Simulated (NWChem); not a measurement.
# C$_{2}$H$_{8}$Si; SMILES C[SiH2]C

Computed with NWChem. Pople sets run with spherical d functions. Each level has its own optimisation. Computed dipoles belong to the equilibrium geometry; the measured one is vibrationally averaged.

Measured dipole moment: 0.75 D (NIST CCCBDB, as tabulated in the package chemicals).

Task: Which of these levels lies farthest from the measured value, and how do the others fare: PBE/3-21G; PBE/STO-3G; PBE/6-31G*; PBE/6-31+G*?

Result: PBE/STO-3G.
```tsv
level	dipole moment (D)	computed − measured
PBE/STO-3G	0.17	-0.58
PBE/3-21G	0.78	+0.03
PBE/6-31G*	0.90	+0.15
PBE/6-31+G*	0.81	+0.06
```
